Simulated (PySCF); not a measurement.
C6H8, SMILES C#C[C@H](C)C=C.

The structure is a stationary point at PBE0-D3(BJ)/def2-SVP. The structure was generated by enumeration; whether it is a known compound was not checked. The values are those of a single conformer.

Level of theory: B3LYP/def2-TZVP in PySCF.

The total energy comes out as -233.45190 hartree and the highest occupied level comes out as -7.29 eV. The lowest empty level is -0.25 eV, the orbital gap is 7.05 eV and the dipole moment is 0.63 D. The quadrupole, principal values (traceless, Buckingham form, about the centre of nuclear charge) is -2.87, -0.54, 3.41 D·Å, the mean static polarisability comes out as 71.0 bohr³ (10.52 Å³) and the polarisability, principal values comes out as 55.2, 64.8, 93.0 bohr³.
